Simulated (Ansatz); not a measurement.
**CH6BeSn: where a starting geometry ends**

The starting geometry of this gas-phase singlet was optimised with GFN2-xTB.

```xyz
9

C    -1.0065   -1.0107    0.1730
Be    1.0748   -0.2526   -0.6459
Sn   -0.9433    1.2071    0.5690
H    -1.0714   -1.6080    1.0856
H     1.5913    0.4546    0.3357
H     1.4128   -0.6638   -1.8249
H    -0.0861   -1.3222   -0.3379
H    -0.9304    1.5754   -1.2137
H    -1.8259   -1.3132   -0.4808
```

Predict what becomes of its bonds when it is optimised with PBE0-D3(BJ)/def2-SVP.

New bonds form, giving a structure with H5 bridging Sn3 and Be2, H8 bridging Sn3 and Be2, given below by its coordinates. Distances that change by over a tenth: C1–Be2 (2.36 → 2.08 Å), Be2–H5 (1.32 → 1.57 Å), Be2–H7 (1.61 → 1.85 Å). Contacts that close: Be2–Sn3 (2.77 → 2.35 Å), Be2–H8 (2.77 → 1.57 Å), Sn3–H5 (2.65 → 1.90 Å).

The energy falls by 1.46 eV over 14 steps:

```csv
step,E − E(last) (eV)
1,1.463
2,1.008
4,0.324
5,0.120
7,0.011
8,0.007
10,0.000
11,0.000
13,0.000
14,0.000
```

Final geometry (Å):

```json
{"atom": "C", "x (Å)": "-0.9036", "y (Å)": "-1.0603", "z (Å)": "0.1142"}
{"atom": "Be", "x (Å)": "0.6148", "y (Å)": "-0.0148", "z (Å)": "-0.8389"}
{"atom": "Sn", "x (Å)": "-0.7680", "y (Å)": "1.1994", "z (Å)": "0.6258"}
{"atom": "H", "x (Å)": "-0.8069", "y (Å)": "-1.5727", "z (Å)": "1.0814"}
{"atom": "H", "x (Å)": "1.0716", "y (Å)": "0.7332", "z (Å)": "0.4667"}
{"atom": "H", "x (Å)": "1.4809", "y (Å)": "-0.5857", "z (Å)": "-1.7041"}
{"atom": "H", "x (Å)": "-0.2451", "y (Å)": "-1.6332", "z (Å)": "-0.5810"}
{"atom": "H", "x (Å)": "-0.3089", "y (Å)": "1.1986", "z (Å)": "-1.2225"}
{"atom": "H", "x (Å)": "-1.9195", "y (Å)": "-1.1978", "z (Å)": "-0.2814"}
```

Frequencies at the end are all real (lowest 243 cm⁻¹). Atoms past krypton carry core potentials, without spin–orbit terms. Run with Ansatz 0.2.0, 42 s on 1 thread of Arm Neoverse V2 (shared host).
